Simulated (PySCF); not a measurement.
Isomers of C4H12Si3, one GFN2-xTB conformer each. Single-point energies are computed at PBE0/pcSseg-1 (PySCF, gas phase, no added dispersion term), electronic only.

| SMILES | GFN2-xTB relative energy (kJ/mol) |
| --- | --- |
| C#CC[SiH2][Si@@H](C)[SiH3] | 111.8 |
| [SiH3]C([SiH3])([SiH3])C1=CC1 | 98.2 |
| C=C1[SiH2][SiH2][SiH2][C@H]1C | 0.0 |
| C[C@H]([SiH3])[SiH2]C#C[SiH3] | 35.4 |

Conformers: `[CH:1]#[C:2][CH2:3][SiH2:4][Si@@H:5]([CH3:6])[SiH3:7]` with C2–C3–Si4–Si5 -46°, C3–Si4–Si5–C6 -50°; `[CH2:1]=[C:2]1[SiH2:3][SiH2:4][SiH2:5][C@H:6]1[CH3:7]` with C1–C2–Si3–Si4 -139°, C2–Si3–Si4–Si5 -6°, Si3–Si4–Si5–C6 -15°, Si4–Si5–C6–C7 -81°; `[CH3:1][C@H:2]([SiH3:3])[SiH2:4][C:5]#[C:6][SiH3:7]` with C1–C2–Si4–C5 -176°.

Q: What does PBE0/pcSseg-1 give for the same structures?

A: 
```json
{"SMILES": "C=C1[SiH2][SiH2][SiH2][C@H]1C", "PBE0/pcSseg-1 E (Eh)": "-1027.48512", "PBE0/pcSseg-1 (kJ/mol)": "0.0", "GFN2-xTB (kJ/mol)": "0.0", "point group": "C1"}
{"SMILES": "C[C@H]([SiH3])[SiH2]C#C[SiH3]", "PBE0/pcSseg-1 E (Eh)": "-1027.44728", "PBE0/pcSseg-1 (kJ/mol)": "99.4", "GFN2-xTB (kJ/mol)": "35.4", "point group": "C1"}
{"SMILES": "C#CC[SiH2][Si@@H](C)[SiH3]", "PBE0/pcSseg-1 E (Eh)": "-1027.44056", "PBE0/pcSseg-1 (kJ/mol)": "117.0", "GFN2-xTB (kJ/mol)": "111.8", "point group": "C1"}
{"SMILES": "[SiH3]C([SiH3])([SiH3])C1=CC1", "PBE0/pcSseg-1 E (Eh)": "-1027.40154", "PBE0/pcSseg-1 (kJ/mol)": "219.4", "GFN2-xTB (kJ/mol)": "98.2", "point group": "near Cs"}
```

Both levels put the same isomer lowest; measured from each level's own lowest isomer, the values differ by up to 121.2 kJ/mol ([SiH3]C([SiH3])([SiH3])C1=CC1: 98.2 against 219.4). As drawn, the lowest has an Si–Si bond, which the highest lacks; the highest has a three-membered ring, which the lowest lacks.

Q: Which frontier levels, dipoles and rotational constants go with these structures?

A: 
| SMILES | HOMO (eV, PBE0/pcSseg-1) | LUMO (eV) | dipole (D) | A, B, C (MHz) |
| --- | --- | --- | --- | --- |
| C=C1[SiH2][SiH2][SiH2][C@H]1C | -7.22 | -0.82 | 0.50 | 1646, 1441, 1019 |
| C[C@H]([SiH3])[SiH2]C#C[SiH3] | -7.89 | -0.47 | 0.66 | 2510, 572.2, 489.4 |
| C#CC[SiH2][Si@@H](C)[SiH3] | -7.51 | -0.37 | 1.06 | 1523, 1070, 838.6 |
| [SiH3]C([SiH3])([SiH3])C1=CC1 | -6.80 | -0.21 | 0.26 | 1429, 1191, 1141 |
